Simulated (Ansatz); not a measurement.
Isolated molecules relaxed with PBE0-D4/def2-TZVP in Ansatz; ΔE leaves out vibrations. CCSD(T)/CBS is the MP2 limit (def2-TZVPP, def2-QZVPP) plus CCSD(T) − MP2 in def2-TZVPP, frozen cores. This one scheme is used for every species. Functionals use def2-TZVPP. For Zn outer-core shells are correlated without core-valence functions, which leaves a few kJ/mol of doubt a bond. Scalar relativity is left out up to krypton.

Reaction (cleavage of the B–B bond): `BB1BO1` + `C[NH][ZnH]` → `B[N](C)[ZnH]` + `B1BO1`

| level | ΔE (kJ/mol) |
| --- | --- |
| PBE-D4 | -146.8 |
| PBE0 | -151.2 |
| HF/def2-TZVPP | -158.2 |
| MP2/def2-TZVPP | -173.7 |
| CCSD(T)/def2-TZVPP | -167.5 |
| MP2/def2-QZVPP | -170.8 |
| SCS-MP2/def2-QZVPP | -168.3 |
| MP2/CBS(def2) | -168.9 |

What does CCSD(T)/CBS give? (Estimate.)

Computed: -162.7 kJ/mol. The listed levels differ from it by 15.9, 11.5, 4.5, -11.0, -4.8, -8.1, -5.6, -6.2 kJ/mol.

Largest T1 diagnostic among the species: 0.017.

In def2-TZVPP, CCSD(T) changes the Hartree–Fock value by −9.3 kJ/mol (the triples alone add −2.8 kJ/mol) and MP2 by −15.5 kJ/mol. From PBE to PBE0 (25 % exact exchange), in def2-TZVPP and without D4, ΔE moves by −6.8 kJ/mol. The D4 term adds −3.9 kJ/mol with B3LYP and −2.0 kJ/mol with PBE0; it sums over pairs of atoms, weighted by their polarisabilities, and B3LYP, whose exchange is more repulsive, gets the larger term.

B3LYP here is the variant with VWN-RPA as its local correlation; programs differ in this.
